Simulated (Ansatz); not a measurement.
System: sum formula BH2Br (charge 0, singlet). 
Coordinates optimised at B3LYP-D3(BJ)/def2-TZVP (Ansatz, an electronic-structure program):
SMILES: BBr
```xyz
4

B     -1.5458     0.1038    -0.1796
Br     0.3404    -0.0229     0.0396
H     -1.9662     0.9940    -0.8363
H     -2.2187    -0.7130     0.3500
```

Dipole moments at this geometry, in debye (magnitudes).

```json
[
 {"level": "SVWN5/def2-TZVPD", "program": "Ansatz", "dipole (D)": "0.42"},
 {"level": "r2SCAN0/def2-TZVPD", "program": "Ansatz", "dipole (D)": "0.70"},
 {"level": "HSE06/def2-TZVPD", "program": "Ansatz", "dipole (D)": "___"},
 {"level": "LC-wPBE/def2-TZVPD", "program": "Ansatz", "dipole (D)": "0.75"},
 {"level": "CCSD(T)/aug-cc-pVDZ", "program": "Ansatz", "dipole (D)": "___"}
]
```

What belongs in the gaps?


- HSE06/def2-TZVPD, dipole (D): 0.62
- CCSD(T)/aug-cc-pVDZ, dipole (D): 0.62
